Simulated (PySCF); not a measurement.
LDA on Ti⁻ (titanium, charge -1), [Ar] 3d3 4s2, high-spin 4F determinant. Calculation: PySCF 2.14, in def2-TZVPPD; no relativity, point nucleus.

```
cycle= 1 E= -847.299932565586  delta_E= -0.0087  |g|= 0.165  |ddm|= 0.792
cycle= 2 E= -847.235978679005  delta_E= 0.064  |g|= 0.409  |ddm|= 0.774
cycle= 3 E= -847.313279133835  delta_E= -0.0773  |g|= 0.0271  |ddm|= 0.491
cycle= 4 E= -847.313762139634  delta_E= -0.000483  |g|= 0.00916  |ddm|= 0.0838
cycle= 5 E= -847.313819451499  delta_E= -5.73e-05  |g|= 3.31e-05  |ddm|= 0.0185
cycle= 6 E= -847.313819452633  delta_E= -1.13e-09  |g|= 2.16e-05  |ddm|= 0.000194
cycle= 7 E= -847.313819452909  delta_E= -2.76e-10  |g|= 3.93e-07  |ddm|= 4.41e-05
converged SCF energy = -847.313819452909  <S^2> = 3.7614231  2S+1 = 4.0057075
```

Highest occupied orbital energy: 2.531 eV; ⟨L²⟩ = 12.00; populations by l: s 8.00, p 12.00, d 3.00, f 0.00.

Task: Can this result be used?

Result: With care. Self-consistency was reached. At LDA the highest occupied level has a positive energy, so only the finite basis holds that electron; in a semilocal or global hybrid functional this comes from self-interaction and does not mean that the real anion is unbound.
